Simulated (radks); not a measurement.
The numbers below are computed, except where a source is named.
The nitrogen ion N2+ inside a hard spherical wall (all orbitals vanish at R), configuration held at [He] 2s2 2p1 and not refilled when levels cross. Level of theory: non-relativistic Kohn-Sham, PBEsol, spin-polarised, spherical densities, point nucleus; open shells are filled with parallel spins first (a radial shooting solver on a logarithmic mesh with Libxc functionals). Eigenvalues in eV for spin up, with the zero of energy where the potential of the charges vanishes at infinity; a dash marks a level that is unbound or too diffuse for the functional's potential to be trusted. A positive occupied level is held by the wall or, in an anion where self-interaction has pushed it up, behind a barrier. The pressure on the wall is -dE/dV.

| R (bohr) | E (hartree) | kinetic (hartree) | e(1s) | e(2s) | e(2p) | e(3s, empty) | e(3p, empty) | pressure (GPa) |
|---|---|---|---|---|---|---|---|---|
| free | -52.67902 | 52.544 | -422.16 | -49.928 | -38.415 | - | - | 0 |
| 20 | -52.67902 | 52.544 | -422.16 | -49.928 | -38.415 | - | - | < 0.0001 |
| 15 | -52.67902 | 52.544 | -422.16 | -49.928 | -38.415 | - | - | < 0.0001 |
| 12 | -52.67902 | 52.544 | -422.16 | -49.928 | -38.415 | - | - | < 0.0001 |
| 10 | -52.67902 | 52.544 | -422.16 | -49.928 | -38.415 | - | - | < 0.0001 |
| 7 | -52.67902 | 52.544 | -422.16 | -49.928 | -38.415 | -13.117 | -10.407 | < 0.0001 |
| 5 | -52.67887 | 52.546 | -422.14 | -49.921 | -38.406 | -11.188 | -7.983 | 0.0424 |
| 3.5 | -52.66616 | 52.660 | -421.58 | -49.549 | -37.959 | -0.051 | 3.309 | 7.07 |
| 3 | -52.62592 | 52.934 | -420.36 | -48.661 | -36.953 | 11.992 | 14.395 | 38.6 |
| 2.5 | -52.46800 | 53.766 | -417.08 | -45.861 | -34.008 | 37.020 | 36.173 | 216 |
| 2 | -51.85923 | 56.165 | -409.09 | -36.952 | -25.594 | 93.693 | 82.802 | 1300 |
